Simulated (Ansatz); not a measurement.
Calculated with Ansatz (gas phase, PBE0-D4/def2-TZVP geometries, no zero-point term in ΔE). CCSD(T)/CBS is the MP2 limit (def2-TZVPP, def2-QZVPP) plus CCSD(T) − MP2 in def2-TZVPP, frozen cores. This one scheme is used for every species. Functionals use def2-TZVPP. B3LYP here is the variant with VWN-RPA as its local correlation; programs differ in this. HSE06 is defined as in plane-wave codes. Each species was taken in one conformer, which may not be the lowest.

Consider the formal exchange of groups at a C–C bond: `CCCCCCC` + `C=C` → `C=CCCCCCC` + CH₄.

```
             level  ΔE (kJ/mol)  difference from CCSD(T)/CBS
       LDA (SPW92)        -23.5                         -5.8
            PBE-D4        -21.3                         -3.6
         revPBE-D4        -22.1                         -4.4
           BLYP-D4        -21.4                         -3.7
         r2SCAN-D4        -21.2                         -3.5
            B97M-V        -21.1                         -3.4
           PBE0-D4        -20.2                         -2.5
          B3LYP-D4        -20.3                         -2.6
        r2SCAN0-D4        -20.1                         -2.4
          HSE06-D4        -20.1                         -2.4
          BHLYP-D4        -18.6                         -0.9
      CAM-B3LYP-D4        -19.0                         -1.3
           ωB97X-V        -17.9                         -0.2
           ωB97M-V        -18.5                         -0.8
            B2PLYP        -17.2                          0.5
               PBE        -17.6                          0.1
            revPBE        -15.1                          2.6
              BLYP        -14.6                          3.1
            r2SCAN        -19.8                         -2.1
              PBE0        -16.8                          0.9
             B3LYP        -14.7                          3.0
           r2SCANh        -19.3                         -1.6
           r2SCAN0        -18.5                         -0.8
             HSE06        -16.8                          0.9
             BHLYP        -14.1                          3.6
         CAM-B3LYP        -15.3                          2.4
RPA@PBE/def2-TZVPP        -16.3                          1.4
       HF/def2-SVP        -10.9                          6.8
     CCSD/def2-SVP        -16.0                          1.7
  CCSD(T)/def2-SVP        -17.6                          0.1
     HF/def2-TZVPP        -10.0                          7.7
    MP2/def2-TZVPP        -22.3                         -4.6
SCS-MP2/def2-TZVPP        -19.0                         -1.3
   CCSD/def2-TZVPP        -16.4                          1.3
CCSD(T)/def2-TZVPP        -18.3                         -0.6
     HF/def2-QZVPP         -9.9                          7.8
SCS-MP2/def2-QZVPP        -18.6                         -0.9
      HF/CBS(def2)         -9.8                          7.9
     MP2/CBS(def2)        -21.8                         -4.1
    CCSD/CBS(def2)        -15.9                          1.8
       CCSD(T)/CBS        -17.7                            0
```

Largest T1 diagnostic among the species: 0.011.

The D4 term adds −5.6 kJ/mol with B3LYP and −3.4 kJ/mol with PBE0; it sums over pairs of atoms, weighted by their polarisabilities, and B3LYP, whose exchange is more repulsive, gets the larger term. In def2-TZVPP, CCSD(T) changes the Hartree–Fock value by −8.3 kJ/mol (the triples alone add −1.9 kJ/mol) and MP2 by −12.3 kJ/mol.
